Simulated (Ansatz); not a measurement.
Relaxation of F$_{3}$GeH$_{3}$Si (8 atoms, charge 0, multiplicity 1), to a largest force component of 0.03 eV/Å in at most 50 steps.

All numbers below come from Ansatz 0.2.0, RKS PBE/def2-SVP.

```xyz
8
Properties=species:S:1:pos:R:3
Ge 0.256 -1.005 1.097
Si -0.916 1.552 -1.171
F 0.336 -1.094 -0.673
F -1.007 1.345 -2.804
F 0.605 2.170 -1.013
H -1.214 -1.301 1.480
H 0.705 0.425 1.483
H 1.235 -2.092 1.600
```

Where does it end, and by what steps?

The run converged. After 20 steps the energy has fallen by 0.363 eV; F3 moved furthest, 2.07 Å. Joined: Si2–F3.

```
step  energy less start (eV)  largest force component (eV/Å)  accepted
   0                  0.0000                           0.245       yes
   1                 -0.0458                           0.283       yes
   2                 -0.0948                           0.859       yes
   3                 -0.1512                           0.616       yes
   4                 -0.1825                           0.167       yes
   5                 -0.1897                           0.058       yes
   6                 -0.1964                           0.567       yes
   7                 -0.2129                           0.291       yes
   8                 -0.2305                           0.230       yes
   9                 -0.2405                           0.331       yes
  10                 -0.2550                           0.270       yes
  11                 -0.2832                           0.142       yes
  12                 -0.3065                           0.223       yes
  13                 -0.3244                           0.364       yes
  14                 -0.3412                           0.188       yes
  15                 -0.3536                           0.114       yes
  16                 -0.3598                           0.090       yes
  17                 -0.3599                           0.100       yes
  18                 -0.3622                           0.032       yes
  19                 -0.3629                           0.037       yes
  20                 -0.3632                           0.021       yes
```

```xyz
8
Properties=species:S:1:pos:R:3
Ge 0.111 -0.655 0.980
Si -0.610 1.379 -1.590
F -1.221 0.113 -0.045
F -0.023 0.034 -2.374
F 0.719 1.644 -0.582
H -0.682 -1.844 1.570
H 0.483 0.404 2.033
H 1.223 -1.075 0.007
```

The run took 42 s on 2 threads of Arm Neoverse V2, with other jobs on the host, peak memory 0.15 GiB.
